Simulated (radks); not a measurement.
Q: Bi V, configuration [Xe] 4f14 5d10 6s1. Calculated with a radial shooting solver on a logarithmic mesh with Libxc functionals: non-relativistic Kohn-Sham, PBEsol, spin-polarised, spherical densities, point nucleus; open shells are filled with parallel spins first (spin-orbit coupling, left out, can overturn this in heavy ions); relativity is left out, which matters for an element this heavy. Some entries of the table are withheld. Estimate them.

orbital,occ.,eigenvalue (eV),<r^2> (bohr^2),r(max) (bohr)
1s up,1,-81039.09,0.0004443,0.01211
1s down,1,-81039.06,0.0004443,0.01211
2s up,1,-13729.49,0.006883,0.06570
2s down,1,-13729.48,0.006883,0.06570
2p up,3,-13230.64,0.005069,0.05091
2p down,3,-13230.62,0.005069,0.05091
3s up,1,-3322.595,0.04224,0.1789
3s down,1,-3322.577,0.04224,0.1789
3p up,3,-3084.300,0.03876,0.1680
3p down,3,-3084.282,0.03876,0.1680
3d up,5,-2639.063,0.02967,0.1316
3d down,5,-2639.048,0.02967,0.1316
4s up,1,-776.9555,0.1985,0.3962
4s down,1,-776.9241,0.1985,0.3962
4p up,3,-671.8089,0.2021,0.3943
4p down,3,-671.7763,0.2020,0.3943
4d up,5,-477.3524,0.2083,0.3847
4d down,5,-477.3185,0.2083,0.3847
4f up,7,-213.0647,0.2215,0.3373
4f down,7,-213.0285,0.2215,0.3373
5s up,1,-164.8685,0.9560,0.8556
5s down,1,-164.7781,0.9546,0.8557
5p up,3,-128.9268,1.096,0.8973
5p down,3,-128.8053,1.093,0.8973
5d up,5,-69.9683,1.633,(1)
5d down,5,-69.6595,1.613,(2)
6s up,1,(3),5.122,1.975
6s down,0,(4),5.110,1.967
6p up,0,-36.8676,6.478,2.203
6p down,0,-35.5729,6.485,2.204

A: 
(1) 5d up r(max) (bohr): 1.024
(2) 5d down r(max) (bohr): 1.023
(3) 6s up eigenvalue (eV): -45.8960
(4) 6s down eigenvalue (eV): -44.6231
